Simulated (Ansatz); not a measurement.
Species: sum formula H₆Si₃O₂Cl₂, charge 0, multiplicity 1. SMILES: [SiH3]O[Si](Cl)(Cl)O[SiH3]
Coordinates optimised at B3LYP-D3(BJ)/def2-TZVP (Ansatz, a quantum-chemistry and plane-wave program):
```xyz
13

Si     2.8412     0.9557     0.7689
O      1.2214     0.6463     0.7185
Si     0.0065    -0.0405    -0.0695
Cl    -0.1541     0.7723    -1.9418
Cl     0.3579    -2.0472    -0.2740
O     -1.3553     0.1927     0.7426
Si    -2.9864    -0.0473     0.8079
H      3.2403     1.6888    -0.4510
H      3.0946     1.7784     1.9677
H      3.5825    -0.3201     0.8555
H     -3.4725     0.5733     2.0557
H     -3.6241     0.5885    -0.3641
H     -3.2704    -1.4978     0.8113
```

Wanted: vertical triplet-singlet gap (E(triplet) - E(singlet); each state is the SCF solution reached for its spin; for the triplet the Hartree-Fock reference is unstable and T1 is 0.036), in kJ/mol. Cores are frozen in the correlated levels unless marked. Open shells are spin-unrestricted. No spin-orbit coupling. No relativistic terms. CBS(X,Y): correlation extrapolated as X^-3; Hartree-Fock from the larger set. The program attaches cautions to a run behind CCSD/aug-cc-pV(D+d)Z: other roots. The program attaches cautions to a run behind CCSD(T)/aug-cc-pV(D+d)Z: other roots.

```tsv
level	program	vertical triplet-singlet gap (kJ/mol)
HF/aug-cc-pV(T+d)Z	Ansatz	793.5
HF/aug-cc-pV(Q+d)Z	Ansatz	791.4
SVWN5/def2-TZVPD	Ansatz	601.6
PBE/def2-TZVPD	Ansatz	613.1
r2SCAN/def2-TZVPD	Ansatz	667.3
B3LYP/def2-TZVPD	Ansatz	692.4
PBE0/def2-TZVPD	Ansatz	694.8
BHLYP/def2-TZVPD	Ansatz	777.3
CAM-B3LYP/def2-TZVPD	Ansatz	759.5
wB97M-V/def2-TZVPD	Ansatz	780.2
wB97X-V/def2-TZVPD	Ansatz	799.6
B2PLYP/def2-TZVPD	Ansatz	725.8
RI-MP2/aug-cc-pV(T+d)Z	Ansatz	833.5
RI-MP2/aug-cc-pV(Q+d)Z	Ansatz	843.6
RI-MP2/CBS(aug-cc-pV(T+d)Z,aug-cc-pV(Q+d)Z)	Ansatz	852.4
CCSD/aug-cc-pV(D+d)Z	Ansatz	789.0
CCSD(T)/aug-cc-pV(D+d)Z	Ansatz	767.6
```
